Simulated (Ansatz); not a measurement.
Li₅. Charge 0, multiplicity 2. Geometry PBE/def2-TZVP; atoms count from 1.

```tsv
atom	x (Å)	y (Å)	z (Å)
Li1	-0.538	-1.924	-0.910
Li2	-1.420	0.210	-2.841
Li3	1.214	1.886	2.260
Li4	0.848	-1.055	1.728
Li5	-0.104	0.884	-0.237
```

Another isomer (doublet) lies 0.11 eV lower at PBE0/def2-TZVP; other spin states weren't run for this one.

Q: Estimate the Mulliken populations from the PBE0/def2-TZVP orbitals of Ansatz.

A: 
| atom | charge (e) | spin (α − β) |
| --- | --- | --- |
| Li1 | -0.01 | 0.19 |
| Li2 | -0.02 | 0.21 |
| Li3 | -0.02 | 0.21 |
| Li4 | -0.01 | 0.19 |
| Li5 | 0.07 | 0.19 |
Mulliken values depend strongly on the basis.

Q: Where does the spin sit?

A: Summed by element: Li 1.00, of 1 unpaired in all. Largest on single atoms: Li3 0.21, Li2 0.21, Li5 0.19.

Q: And the Mayer bond orders between heavy atoms (over 0.3)?

A: Li1–Li2 0.49 (3.01 Å); Li1–Li4 0.43 (3.10 Å); Li2–Li5 0.45 (2.99 Å); Li3–Li4 0.49 (3.01 Å); Li3–Li5 0.44 (3.00 Å).
